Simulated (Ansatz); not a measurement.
Results of the Gaussian-basis code of Ansatz.

A structure relaxed at PBE0-D4/def2-TZVP, charge 0, multiplicity 1:

Cartesian coordinates in Å:
```
F -0.1194 -1.0168 -1.6787
C 0.4064 0.0102 -0.9018
In -0.4520 0.0405 1.1020
H 0.2173 0.9569 -1.4191
H 1.4927 -0.1225 -0.8554
H -1.6290 -1.1320 1.5526
H 0.0841 1.2638 2.2004
```

Problem. Give its formula and SMILES.

Solution. CH4FIn, `F[CH2][InH2]`.

Problem. Point group (tolerance 0.08 Å, 0.16 Å for H)?

Solution. Cs.

Problem. Summarise the bond lengths by kind.

Solution. 1 × C–F 1.391 Å; 1 × C–In 2.180 Å; 2 × C–H 1.095 Å; 2 × H–In 1.721 to 1.729 Å.
